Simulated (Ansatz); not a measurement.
`N=C(O)[SiH3]` + `OB(O)F` → `OB(F)O[SiH3]` + `N=CO`  (ligand exchange at the Si–C bond)

Gas-phase electronic energies from Ansatz, PBE0-D4/def2-TZVP geometries. CCSD(T)/CBS is the MP2 limit (def2-TZVPP, def2-QZVPP) plus CCSD(T) − MP2 in def2-TZVPP, frozen cores. This one scheme is used for every species. Functionals use def2-TZVPP. B3LYP here is the variant with VWN-RPA as its local correlation; programs differ in this. Each species was taken in one conformer, which may not be the lowest.

| level | ΔE (kcal/mol) |
| --- | --- |
| PBE0-D4 | -22.1 |
| B2PLYP | -24.7 |
| BLYP | -23.0 |
| r2SCAN | -23.4 |
| B3LYP | -24.4 |
| r2SCAN0 | -24.4 |
| CCSD/def2-TZVPP | -25.0 |
| SCS-MP2/def2-QZVPP | -25.5 |

(1) What does CCSD(T)/CBS give? (Estimate.)

Largest T1 diagnostic among the species: 0.014.

Results:

(1) Computed: -23.9 kcal/mol. The listed levels differ from it by 1.8, -0.8, 0.9, 0.5, -0.5, -0.5, -1.1, -1.6 kcal/mol.

From BLYP to BHLYP (50 % exact exchange), in def2-TZVPP and without D4, ΔE moves by −3.6 kcal/mol. Leaving LDA and LC-ωPBE aside and taking each functional with its dispersion term where it has one, the values, not all of them listed here, spread over 6.6 kcal/mol, from BHLYP-D4 to revPBE-D4.
